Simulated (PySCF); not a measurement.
# CaTl: energy against distance

Set-up: Ca def2-SVPD, Tl def2-SVPD with ECP60; scalar-relativistic core potentials (PySCF 2.14). Energies in eV from Ca + Tl in their ground configurations at the same level. State: ²Π (doublet), unpaired electrons π ↑.

```
R (Å)  ROHF-SCS-MP2
2.841        0.1379
2.973       -0.0668
3.105       -0.1895
3.204       -0.2435
3.303       -0.2742
3.402       -0.2881
3.534       -0.2887
3.699       -0.2725
3.897       -0.2419
4.162       -0.1974
```

Put a parabola through the three lowest points of the ROHF-SCS-MP2 curve and estimate Re, k and ωe (reduced mass 33.44 u; 1 eV/Å² = 0.16022 mdyn/Å; ωe = 1302.8·√(k/μ) cm⁻¹).

Through R = 3.402, 3.534, 3.699 Å the second-order coefficient is 0.346 eV/Å², so Re ≈ 3.475 Å, k ≈ 0.111 mdyn/Å and ωe ≈ 75 cm⁻¹. A polynomial fit of higher order to the unrounded ROHF-SCS-MP2 energies gives Re = 3.470 Å, k = 0.148 mdyn/Å, ωe = 86.6 cm⁻¹; anharmonicity and rounding make the difference.

The higher-order fit for each curve: ROHF-SCS-MP2: Re = 3.470 Å, ωe = 86.6 cm⁻¹, De = 0.290 eV.

Correlated steps freeze 9 core orbitals. The bond is weak. Basis-set superposition, not corrected here, can be much of De in a small basis, most of all at correlated wavefunction levels. Spin–orbit coupling is left out, which matters for elements this heavy, above all for dissociation energies. The state was picked by a PBE0 search and need not be the measured ground state.
